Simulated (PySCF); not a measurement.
**Checking a proposed structure**

A compound C$_{4}$H$_{7}$NOSi gives the data below (simulated from a calculation) and was assigned the structure `C[SiH2]c1cnoc1`.

$^{13}$C{$^{1}$H} NMR (computed): δ 168.3 (C), 154.6 (CH), 133.2 (C), 10.6 (CH3).

$^{1}$H NMR (300 MHz, computed): δ 8.24 (s, 1H), 4.53 (s, 3H), 2.36 (s, 3H).

[PySCF 2.14: σ from GIAO-PBE0/pcSseg-1; coordinates at the GFN2-xTB level; in vacuum; averaged over atoms made equivalent by symmetry, fast rotation or ring inversion; a single conformation; non-relativistic]

References, each an isolated molecule treated in the same way: $^{1}$H, $^{13}$C against TMS.

(1) Compare with the shifts computed for the proposed structure, pairing carbons in order of shift.

(2) Which isomer fits?

## Answers

(1) Structure with atom numbers: `[CH3:1][SiH2:2][c:3]1[cH:4][n:5][o:6][cH:7]1`; H(Xn) means a hydrogen on atom n.

| atom | computed for proposal | given list | difference |
| --- | --- | --- | --- |
| C7 | 169.9 | 168.3 | +1.6 |
| C4 | 156.2 | 154.6 | +1.6 |
| C3 | 112.8 | 133.2 | -20.4 |
| C1 | -5.6 | 10.6 | -16.2 |

The rms difference is 13.1 ppm and the largest -20.4 ppm at C3 (substituted aromatic carbon). The carbon types in order of shift don't match either: CH, CH, C, CH3 for the proposal against C, CH, C, CH3 in the data. The proposal doesn't fit.

(2) `n1cc(C)c([SiH3])o1`.

1. Carbon types of the structure: 2 × C, 1 × CH, 1 × CH3, leaving 3 H on heteroatoms.
2. δC 168.3: substituted aromatic carbon next to the ring oxygen.
3. δC 154.6: aromatic CH next to a ring nitrogen; the adjacent pyridine-type nitrogen withdraws density from it.
4. δC 133.2: substituted aromatic carbon.
5. δH 2.36: hydrogen on a methyl carbon on an aromatic ring; benzylic-type position, deshielded by the ring.

This is the structure that produced the data.

Shifts are as computed. Against solution values, carbons near 30 ppm lie about +3 ppm off and those near 130 ppm about +5 ppm. Of 1211 compounds with measured shifts, 218 miss one by over three times the rms of a fit or turn the order of signals round; such compounds aren't used in these exercises. Multiplicities follow the n + 1 count of equivalent neighbours, as no J values were calculated; m marks all less simple cases, F and P coupling included.
